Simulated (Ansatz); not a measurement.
Consider the substitution at a C–N bond: `C=C([SiH3])NC` + `[CH3][Al]([OH])[OH]` → `C[O][Al]([CH3])[OH]` + `C=C(N)[SiH3]`.

Isolated molecules relaxed with PBE0-D4/def2-TZVP in Ansatz; ΔE leaves out vibrations. CCSD(T)/CBS is the MP2 limit (def2-TZVPP, def2-QZVPP) plus CCSD(T) − MP2 in def2-TZVPP, frozen cores. DFT in def2-TZVPP. One conformer a species, not always the lowest.

Q: Is it downhill or uphill in electronic energy at CCSD(T)/CBS, and by how much? (Estimate.)

A: The calculation gave: Uphill: ΔE = +7.3 kcal/mol.

Q: What do these levels give: PBE0-D4, ωB97X-V, ωB97M-V, PBE, HF/def2-QZVPP, CCSD/CBS(def2)? (An estimate is asked.)

A: Computed: PBE0-D4 6.9, ωB97X-V 6.2, ωB97M-V 6.6, PBE 6.4, HF/def2-QZVPP 3.3, CCSD/CBS(def2) 6.8 kcal/mol.

Largest T1 diagnostic among the species: 0.012.

The D4 term adds +1.0 kcal/mol with B3LYP and +0.5 kcal/mol with PBE0; it sums over pairs of atoms, weighted by their polarisabilities, and B3LYP, whose exchange is more repulsive, gets the larger term. In def2-TZVPP, CCSD(T) changes the Hartree–Fock value by +3.5 kcal/mol (the triples alone add +0.5 kcal/mol) and MP2 by +4.7 kcal/mol.

B3LYP here is the variant with VWN-RPA as its local correlation; programs differ in this.
